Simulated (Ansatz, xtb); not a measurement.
# Two structures of ClFGeH3Si+

Structure a: a singlet given by its coordinates. Structure b: `F[SiH2][GeH+][Cl]`, a singlet. Both are isolated ions in the gas phase, relaxed with PBE0-D3(BJ)/pcseg-1; the shapes shown needn't be the lowest conformers.

a (Å):

```xyz
7

Cl    0.8088   -0.7741    2.1077
F    -0.8600   -0.4671   -0.4527
Ge   -0.5541   -1.9571    0.9865
Si   -0.6402    1.1097   -1.2086
H    -1.0768    2.0384   -0.1454
H    -1.5297    1.0134   -2.3827
H     0.8086    1.1267   -1.4986
```

Close contacts (Å): Cl1–Ge3 2.12, F2–Ge3 2.09, F2–Si4 1.76, Si4–H5 1.48, Si4–H6 1.48, Si4–H7 1.48.

b (Å):

```xyz
7

Cl    1.3351    0.5915    1.2508
F    -2.0110   -1.7533   -1.7249
Ge    0.5795   -0.7964   -0.1169
Si   -1.7923   -0.5546   -0.6757
H    -1.8745    0.7845   -1.2980
H    -2.4826   -0.7770    0.6133
H     1.6972   -1.7569   -0.5418
```

Task: Estimate which is lower in electronic energy at CCSD(T)/def2-SVP + ΔMP2/def2-TZVPP, and by roughly how much.

Result: The CCSD(T)/def2-SVP + ΔMP2/def2-TZVPP calculation puts structure a lower, by 14.0 kcal/mol.

Level by level:

| level | geometry | E(b) − E(a) (kcal/mol) | departure from the last row (kcal/mol) | job, with rough time for the two |
| --- | --- | --- | --- | --- |
| PBE0-D3(BJ)/pcseg-1 | PBE0-D3(BJ)/pcseg-1 | +16.0 | +2.0 | optimisation, 3.7 min |
| HF/def2-SVP | PBE0-D3(BJ)/pcseg-1 | +22.8 | +8.8 | part of the CCSD(T) run |
| MP2/def2-SVP | PBE0-D3(BJ)/pcseg-1 | +19.7 | +5.7 | part of the CCSD(T) run |
| CCSD(T)/def2-SVP | PBE0-D3(BJ)/pcseg-1 | +22.0 | +8.0 | single point |
| CCSD(T)/def2-SVP + ΔMP2/def2-TZVPP | PBE0-D3(BJ)/pcseg-1 | +14.0 |  | single point, 84 s |

The levels shown agree on the order. The largest departure from CCSD(T)/def2-SVP + ΔMP2/def2-TZVPP is that of HF/def2-SVP, 8.8 kcal/mol. Levels run at GFN2-xTB geometries aren't shown. The last row adds to CCSD(T) the change of the MP2 difference between the two basis sets, here −8.0 kcal/mol, a large step that makes the value less sure.

With harmonic frequencies from PBE0-D3(BJ)/pcseg-1 (ideal gas, rigid rotor, one conformer each, 298.15 K, 1 atm): on the last row, ΔE + ΔZPE = +14.1 kcal/mol. A mode under 50 cm⁻¹ makes harmonic enthalpies and free energies unreliable, so none is given.

The correlated steps freeze 20 core orbitals; the filled d shell of Ge is correlated, in a basis made for valence electrons. Codes used: Ansatz 0.2.0; the last row on 1 thread of AMD EPYC (Zen 3) on a shared host.
